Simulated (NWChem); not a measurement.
System: SeO, triplet; SMILES O=[Se]

Output (shortened):

```
             Northwest Computational Chemistry Package (NWChem) 7.3.0
             --------------------------------------------------------

 ORDER OF PRIMARY AXIS IS BEING SET TO 4
 C4V symmetry detected

                             Geometry "geometry" -> ""
                             -------------------------

 Output coordinates in angstroms (scale by  1.889725989 to convert to a.u.)

  No.       Tag          Charge          X              Y              Z
 ---- ---------------- ---------- -------------- -------------- --------------
    1 O                    8.0000     0.00000000     0.00000000    -1.32914014
    2 Se                  34.0000     0.00000000     0.00000000     0.31273886

 Effective nuclear repulsion energy (a.u.)      87.6655415703

      Symmetry information
      --------------------

 Group name             C4v
 Group number             18
 Group order               8
 No. of unique centers     2

  pbe96 is a nonlocal functional; adding pw91lda local functional.

                                 NWChem DFT Module
                                 -----------------

 Summary of "ao basis" -> "ao basis" (spherical)
 ------------------------------------------------------------------------------
       Tag                 Description            Shells   Functions and Types
 ---------------- ------------------------------  ------  ---------------------
 O                         def2-tzvp                11       31   5s3p2d1f
 Se                        def2-tzvp                16       48   6s5p4d1f

      Symmetry analysis of basis
      --------------------------

        a1         27
        a2          0
        b1          8
        b2          8
        e          36

            General Information
            -------------------
          SCF calculation type: DFT
          Wavefunction type:  spin polarized.
          No. of atoms     :     2
          No. of electrons :    42
           Alpha electrons :    22
            Beta electrons :    20
          Charge           :     0
          Spin multiplicity:     3
          Use of symmetry is: on ; symmetry adaption is: on
          Maximum number of iterations: 200
          AO basis - number of functions:    79
                     number of shells:    27
          Convergence on energy requested:  1.00D-06
          Convergence on density requested:  1.00D-05
          Convergence on gradient requested:  5.00D-04

              XC Information
              --------------
          PerdewBurkeErnzerhof Exchange Functional  1.000
            Perdew 1991 LDA Correlation Functional  1.000 local
           PerdewBurkeErnz. Correlation Functional  1.000 non-local

             Grid Information
             ----------------
          Grid used for XC integration:  medium
          Radial quadrature: Mura-Knowles
          Angular quadrature: Lebedev.
          Tag              B.-S. Rad. Rad. Pts. Rad. Cut. Ang. Pts.
          ---              ---------- --------- --------- ---------
          O                   0.60       49           7.0       434
          Se                  1.15      112           7.0       590
          Grid pruning is: on
          Number of quadrature shells:   161
          Spatial weights used:  Erf1

      Superposition of Atomic Density Guess
      -------------------------------------

 Sum of atomic energies:       -2474.59083381

      Non-variational initial energy
      ------------------------------

 Total energy =   -2474.613669
 1-e energy   =   -3621.410788
 2-e energy   =    1059.131577
 HOMO         =      -0.199368
 LUMO         =      -0.199368

 !!!!!!!!!!!!!!!!!!!!!!!!!!!!!!!!!!!!!!!!!!!!!!!!!!!!!!!!!!!!!!!!!!!!!!
 Warning - the HOMO and LUMO are degenerate and you are using symmetry.
 This can lead to non-variational energies and poor convergence.
 Modify the initial guess, or use an open-shell wavefunction, or turn
 off symmetry.
 !!!!!!!!!!!!!!!!!!!!!!!!!!!!!!!!!!!!!!!!!!!!!!!!!!!!!!!!!!!!!!!!!!!!!!

   Symmetry analysis of molecular orbitals - initial alpha
   -------------------------------------------------------

 !! scf_movecs_sym_adapt:   16 vectors were symmetry contaminated

  Symmetry fudging

 !! scf_movecs_sym_adapt:   12 vectors were symmetry contaminated

  Numbering of irreducible representations:

     1 a1          2 a2          3 b1          4 b2          5 e

  Orbital symmetries:

     1 a1          2 a1          3 a1          4 e           5 e
     6 a1          7 a1          8 a1          9 e          10 e
    11 a1         12 e          13 e          14 b1         15 b2
    16 a1         17 a1         18 e          19 e          20 a1
    21 e          22 e          23 a1         24 e          25 e
    26 a1         27 b1         28 b2         29 e          30 e
    31 a1         32 a1

   Symmetry analysis of molecular orbitals - initial beta
   ------------------------------------------------------

 !! scf_movecs_sym_adapt:   16 vectors were symmetry contaminated

  Symmetry fudging

 !! scf_movecs_sym_adapt:   12 vectors were symmetry contaminated

  Numbering of irreducible representations:

     1 a1          2 a2          3 b1          4 b2          5 e

  Orbital symmetries:

     1 a1          2 a1          3 a1          4 e           5 e
     6 a1          7 a1          8 a1          9 e          10 e
    11 a1         12 e          13 e          14 b1         15 b2
    16 a1         17 a1         18 e          19 e          20 a1
    21 e          22 e          23 a1         24 e          25 e
    26 a1         27 b1         28 b2         29 e          30 e
    31 a1         32 a1

   convergence    iter        energy       DeltaE   RMS-Dens  Diis-err
 ---------------- ----- ----------------- --------- --------- ---------
 d= 0,ls=0.0,diis     1  -2476.2292612346 -2.56D+03  9.36D-03  2.76D-01
                                                     1.25D-02  2.99D-01
 d= 0,ls=0.0,diis     2  -2475.1668002192  1.06D+00  6.98D-03  2.57D+00
                                                     1.06D-02  1.85D+00
 d= 0,ls=0.0,diis     3  -2476.2975976396 -1.13D+00  1.47D-03  8.02D-02
                                                     1.51D-03  9.01D-02
 d= 0,ls=0.0,diis     4  -2476.3269667780 -2.94D-02  6.72D-04  2.36D-03
                                                     6.69D-04  2.50D-03
 d= 0,ls=0.0,diis     5  -2476.3282026593 -1.24D-03  1.86D-04  5.94D-04
                                                     1.59D-04  5.14D-04
  Resetting Diis
 d= 0,ls=0.0,diis     6  -2476.3283192551 -1.17D-04  4.46D-05  1.66D-04
                                                     4.68D-05  1.46D-04
 d= 0,ls=0.0,diis     7  -2476.3283799857 -6.07D-05  7.48D-05  1.58D-05
                                                     1.24D-04  1.29D-05
 d= 0,ls=0.0,diis     8  -2476.3282535176  1.26D-04  5.26D-05  2.89D-04
                                                     1.02D-04  3.32D-04
 d= 0,ls=0.0,diis     9  -2476.3283866302 -1.33D-04  3.92D-06  1.43D-07
                                                     4.86D-06  1.41D-07
 d= 0,ls=0.0,diis    10  -2476.3283866996 -6.95D-08  1.85D-06  6.62D-08
                                                     1.26D-06  4.26D-08

         Total DFT energy =    -2476.328386699645
      One electron energy =    -3620.016890675041
           Coulomb energy =     1151.263193115513
    Exchange-Corr. energy =      -95.240230710427
 Nuclear repulsion energy =       87.665541570309

 Numeric. integr. density =       42.000000426308

                  Occupations of the irreducible representations
                  ----------------------------------------------

                     irrep           alpha         beta
                     --------     --------     --------
                     a1               10.0         10.0
                     a2                0.0          0.0
                     b1                1.0          1.0
                     b2                1.0          1.0
                     e                10.0          8.0

                    DFT Final Alpha Molecular Orbital Analysis
                    ------------------------------------------

 Vector   20  Occ=1.000000D+00  E=-3.662794D-01  Symmetry=e
              MO Center= -5.9D-16,  2.3D-15, -7.7D-01, r^2= 1.4D+00
   Bfn.  Coefficient  Atom+Function         Bfn.  Coefficient  Atom+Function
  ----- ------------  ---------------      ----- ------------  ---------------
     7      0.374229  1 O  py                10      0.311637  1 O  py
    48      0.302207  2 Se py                42     -0.204351  2 Se py
    45      0.182600  2 Se py                13      0.177500  1 O  py
    51      0.128020  2 Se py                 6      0.063810  1 O  px
    39      0.062460  2 Se py                 9      0.053137  1 O  px

 Vector   21  Occ=1.000000D+00  E=-2.200456D-01  Symmetry=e
              MO Center=  2.4D-14,  2.0D-13, -1.1D-01, r^2= 2.1D+00
   Bfn.  Coefficient  Atom+Function         Bfn.  Coefficient  Atom+Function
  ----- ------------  ---------------      ----- ------------  ---------------
    48      0.465100  2 Se py                 7     -0.319030  1 O  py
    51      0.303330  2 Se py                42     -0.280401  2 Se py
    10     -0.256425  1 O  py                45      0.255158  2 Se py
    13     -0.224795  1 O  py                39      0.085214  2 Se py
    69      0.059252  2 Se d -1              47      0.058865  2 Se px

[...]

                         DFT ENERGY GRADIENTS

    atom               coordinates                        gradient
                 x          y          z           x          y          z
   1 O       0.000000   0.000000  -2.511711    0.000000   0.000000   0.017364
   2 Se      0.000000   0.000000   0.590991    0.000000   0.000000  -0.017364
```

Level: PBE/def2-TZVP, spin-unrestricted. Structure relaxed at the PBE0/def2-SVP, spin-unrestricted level. No stability test was run on the SCF state.

### Question
Which NWChem input produces such a log?

### Answer
Several could match; the one computed here: the input that was run:
```
start job
memory heap 200 mb stack 900 mb global 1100 mb
geometry units angstroms noautoz
  O      0.000000     0.000000    -1.317428
  Se     0.000000     0.000000     0.324451
end
basis spherical
  O library def2-tzvp
  Se library def2-tzvp
end
dft
  odft
  mult 3
  xc xpbe96 cpbe96
  iterations 200
  convergence nolevelshifting
end
task dft gradient
```
